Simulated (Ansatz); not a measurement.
Molecule: sum formula BNH2Cl2 (charge 0, singlet). 
Coordinates optimised at B3LYP-D3(BJ)/def2-TZVP (Ansatz, a program for electronic structure):
```xyz
6

N     -1.7061    -0.3020     0.0927
B     -0.3439    -0.0609     0.0187
Cl     0.2555     1.5570    -0.3781
Cl     0.8112    -1.3682     0.3201
H     -2.0820    -1.2082     0.3154
H     -2.3906     0.4165    -0.0724
```

Quantity: atomisation energy (electronic, to ground-state atoms), in kJ/mol. Valence correlation only, unless marked. UHF or UKS for open shells. No spin-orbit coupling. Non-relativistic. The coupled-cluster limit lacks core correlation, which all-electron functionals hold. Basis-set limits of correlation are two-point, X^-3; Hartree-Fock from the larger set (for Q and 5 zeta extrapolated as (X+1)exp(-9√X)).

| level | program | atomisation energy (kJ/mol) |
|---|---|---|
| RI-MP2/aug-cc-pV(Q+d)Z | Ansatz | 2252.4 |
| RI-MP2/cc-pV(Q+d)Z | Ansatz | 2245.0 |
| RI-MP2/CBS(aug-cc-pV(T+d)Z,aug-cc-pV(Q+d)Z) | Ansatz | 2276.2 |
| SCS-MP2/STO-3G | Ansatz | 2034.4 |

Q: Estimate the value at CCSD(T)/CBS(cc-pV(Q+d)Z,cc-pV(5+d)Z) as computed with Ansatz.

A: 2200.4 kJ/mol
